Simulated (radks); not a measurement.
Valence configurations of Ne2+ (all share [He]). Method: scalar-relativistic Kohn-Sham, r2SCAN, spin-unpolarised, spherical densities, finite nucleus; meta-GGA in the generalised Kohn-Sham scheme; Fermi nuclear charge, rms radius 3.0055 fm; computed with a radial shooting solver on a logarithmic mesh with Libxc functionals. Order these by energy: 2s1.5 2p4.5; 2s1 2p5; 2s2 2p4; 2p6.

Answer. From the lowest, in eV above it: 2s2 2p4 0.000; 2s1.5 2p4.5 12.399; 2s1 2p5 24.797; 2p6 49.584. NIST lists [He] 2s2 2p4 as the ground configuration; this level of theory agrees among the configurations tried. The energies are those of spherical spin-averaged densities, not of single terms.
